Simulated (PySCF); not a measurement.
Simulated N 1s region for `N#Cc1ccnnn1`, binding energy against the vacuum level.

Every computed line was given a Gaussian of 1.0 eV full width at half maximum and an area set by the number of equivalent atoms; the highest printed point is 100. Computed, not measured: PySCF, delta-SCF UKS SCAN, pcX-2 on the ionised atom, pcseg-1 elsewhere, spin-free X2C.

binding energy (eV), intensity and a bar:
```
    404.4          0 
    404.5          0 
    404.6          0 
    404.7          1 
    404.8          2 
    404.9          3 #
    405.0          5 #
    405.1          8 ##
    405.2         12 ####
    405.3         17 #####
    405.4         23 #######
    405.5         30 #########
    405.6         38 ###########
    405.7         45 ##############
    405.8         52 ################
    405.9         58 #################
    406.0         64 ###################
    406.1         70 #####################
    406.2         75 #######################
    406.3         82 ########################
    406.4         88 ##########################
    406.5         94 ############################
    406.6         98 #############################
    406.7        100 ##############################
    406.8        100 ##############################
    406.9         97 #############################
    407.0         92 ############################
    407.1         86 ##########################
    407.2         80 ########################
    407.3         73 ######################
    407.4         68 ####################
    407.5         62 ###################
    407.6         56 #################
    407.7         50 ###############
    407.8         43 #############
    407.9         36 ###########
    408.0         28 #########
    408.1         22 ######
    408.2         16 #####
    408.3         11 ###
    408.4          7 ##
    408.5          4 #
    408.6          2 #
    408.7          1 
    408.8          1 
    408.9          0 
    409.0          0
```

Question: How many maxima does the curve show, and how many computed lines lie under it?

Answer: The curve has 1 maximum (at 406.7 eV). Under it lie 4 lines from 4 inequivalent nitrogen sites. At this width some lines have no maximum of their own.

Question: Decompose the envelope and assign each component. Numbering: `[N:1]#[C:2][c:3]1[cH:4][cH:5][n:6][n:7][n:8]1`.

Answer: 
```json
{"position (eV)": "405.89", "relative area": "1", "line": "N 1s", "atoms": "N1", "environment": "nitrile nitrogen"}
{"position (eV)": "406.66", "relative area": "1", "line": "N 1s", "atoms": "N6", "environment": "pyridine-type nitrogen"}
{"position (eV)": "406.81", "relative area": "1", "line": "N 1s", "atoms": "N8", "environment": "pyridine-type nitrogen"}
{"position (eV)": "407.58", "relative area": "1", "line": "N 1s", "atoms": "N7", "environment": "pyridine-type nitrogen"}
```

Question: What are the centre and the root-mean-square width of the whole band?

Answer: The area-weighted mean of the lines is 406.74 eV. Their own spread about it is 0.60 eV (rms) and each Gaussian has σ = 1.0/2.355 = 0.42 eV; the variances add, which gives 0.73 eV.

The listed N 1s values span 1.69 eV, from N1 (bonded to C (triple bond)) to N7 (bonded to 2 N (aromatic in the SMILES)). The widest gap between neighbouring values is 0.77 eV, between 406.81 and 407.58 eV.

The curve has no shake-up lines and no vibrational structure. Geometry: GFN2-xTB; no solvent, vibrations or thermal averaging.
